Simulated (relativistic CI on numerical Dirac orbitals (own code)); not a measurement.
**Co²⁺ in a cubic cluster: 3s photoemission with charge transfer**

Computed with a charge-transfer multiplet model of a cubic metal-ligand cluster with up to 2 ligand holes, Slater and spin-orbit integrals from Dirac-Coulomb-Breit ions, Slater integrals scaled by 0.8. The ground state mixes d7 with configurations of k ligand holes L, whose averages lie at kΔ + k(k − 1)U_dd/2; a core hole lowers each added d electron by U_cd. 20 K, Lorentzian 1.4 eV and Gaussian 0.8 eV FWHM.

Atomic integrals in eV (Slater integrals scaled, ζ unscaled), ground: F2dd 9.233, F4dd 5.731, zeta_d 0.063; with the core hole: F2dd 10.161, F4dd 6.350, zeta_d 0.073, G2cd 10.308.

Cluster parameters (eV): Δ = 1.9, U_dd = 6.9, 10Dq = 1.05, 10Dq(ligand) = 0.7, V(eg) = 3.05, V(t2g) = -1.47, final-state hopping factor = 1.

```csv
Case,n_d,d7,d8L,d9L2,S
U_cd = 6.7 eV,7.62,0.44,0.49,0.07,0.51
U_cd = 7.3 eV,7.62,0.44,0.49,0.07,0.51
U_cd = 8.5 eV,7.62,0.44,0.49,0.07,0.51
U_cd = 9.1 eV,7.62,0.44,0.49,0.07,0.51
U_cd = 10.3 eV,7.62,0.44,0.49,0.07,0.51
```

Weights, n_d and S are thermal averages at 20 K. Binding energies count from the first peak over 30 % of the highest in each spectrum, which can be another peak from case to case. The parameters are a model scan and need not match a compound or its usual spin state. Peaks in eV (height, largest 100):
- U_cd = 6.7 eV: 0.0 (100), 2.7 (35), 7.7 (14), 10.5 (16), 14.7 (7)
- U_cd = 7.3 eV: 0.0 (100), 2.6 (35), 7.6 (15), 10.4 (18), 14.6 (9)
- U_cd = 8.5 eV: 0.0 (100), 2.5 (35), 7.4 (16), 10.3 (21), 14.5 (13)
- U_cd = 9.1 eV: 0.0 (100), 2.3 (35), 7.2 (16), 10.1 (22), 11.7 (15), 14.4 (15), 18.6 (5)
- U_cd = 10.3 eV: 0.0 (100), 2.0 (36), 6.9 (17), 9.9 (23), 12.0 (19), 14.3 (19), 19.5 (8)

Curve for U_cd = 9.1 eV (points under 2 left out, the grid thinned):

(E (eV), Intensity): (-3.7, 4.7), (-3.1, 6.6), (-2.5, 9.9), (-1.9, 16.6), (-1.3, 32.0), (-0.7, 66.8), (-0.1, 99.8), (0.5, 76.7), (1.1, 42.9), (1.7, 33.3), (2.3, 35.4), (2.9, 27.8), (3.5, 16.2), (4.1, 10.6), (4.7, 8.7), (5.3, 7.7), (5.9, 8.3), (6.5, 12.0), (7.1, 16.0), (7.7, 13.4), (8.3, 9.9), (8.9, 10.8), (9.5, 16.8), (10.1, 21.9), (10.7, 17.9), (11.3, 14.7), (11.9, 14.6), (12.5, 11.9), (13.1, 10.5), (13.7, 12.8), (14.3, 14.9), (14.9, 13.0), (15.5, 8.0), (16.1, 4.7), (16.7, 3.4), (17.3, 3.3), (17.9, 4.2), (18.5, 5.1), (19.1, 4.4), (19.7, 2.9), (20.3, 2.2), (20.9, 2.5), (21.5, 3.3), (22.1, 3.1), (22.7, 2.1)

For the case U_cd = 8.5 eV, Δ = 1.9 eV is smaller than U_dd = 6.9 eV, the charge-transfer side of the Zaanen-Sawatzky-Allen scheme. With the core hole the configuration with one ligand hole lies at Δ − U_cd = -4.8, -5.4, -6.6, -7.2, -8.4 eV from the one without, in the order of the table; where this is negative the screened configuration lies lower, though the effective hopping of about 4.7 eV (from the holes of the mixed ground state) mixes the two strongly wherever it is as large as the gap.

With at most 2 ligand holes the space is cut while the next configuration still counts, so covalency is underestimated, and a final configuration with one more ligand hole, which can lie low, is missing from the spectra.

Without intra-shell correlation the exchange splitting of the 3s hole comes out too large.
